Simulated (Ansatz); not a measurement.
```xyz
11

F    -0.3788   -0.5015   -2.2267
Si   -0.6687   -0.1965   -0.6700
Si    0.3384   -1.8483    0.6518
Ge    0.1584    1.9750   -0.1359
H    -2.1463   -0.2247   -0.4838
H    -0.1653   -3.2053    0.3110
H     0.0162   -1.5509    2.0743
H     1.8145   -1.8151    0.4767
H     1.6826    2.0326   -0.3256
H    -0.1591    2.2763    1.3392
H    -0.4920    3.0583   -1.0110
```

Total charge 0; spin multiplicity 1.

Task: List the PBE0/def2-TZVPP orbital energies in eV (Ansatz 0.2.0). (An estimate is asked.)

Result: The calculation gave: Occupied: -10859.94, -1803.70, -1802.65, -1358.24, -1208.05, -1208.04, -1208.04, -673.80, -170.94, -145.92, -145.04, -120.73, -120.73, -120.72, -100.62, -100.56, -100.54, -99.69, -99.69, -99.68, -33.57, -33.56, -33.54, -33.50, -33.49, -33.12, -16.55, -15.42, -14.63, -12.73, -12.52, -11.98, -10.20, -10.09, -9.83, -9.78, -8.81, -7.88. Lowest empty: -0.91, -0.22, 0.37, 0.47, 1.02, 1.24, 1.73, 1.92.
